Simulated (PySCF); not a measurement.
Isomers of C3H4O. Isolated molecules, 0 K electronic values unless said otherwise. One relaxed conformer stands for each flexible species; it need not be the lowest. Strings in code marks are SMILES.

These are B3LYP-D3(BJ)/def2-TZVP run with PySCF values and carry that method's errors. B3LYP has the VWN-RPA correlation part, as in Gaussian. 

| species | HOMO–LUMO gap (eV) | dipole moment (D) | HOMO (eV) |
|---|---|---|---|
| `C=C1CO1` | … | 1.74 | -6.81 |
| `OC#CC` | 6.68 | 1.53 | -6.51 |
| `C#CCO` | … | – | -7.69 |
| `C1(=CC1)O` (H–O–C–C torsion 180°) | 6.79 | – | -6.36 |

Problem. Complete the blanks.

Solution. 
- `C=C1CO1`, HOMO–LUMO gap (eV): 7.25
- `C#CCO`, HOMO–LUMO gap (eV): 7.72
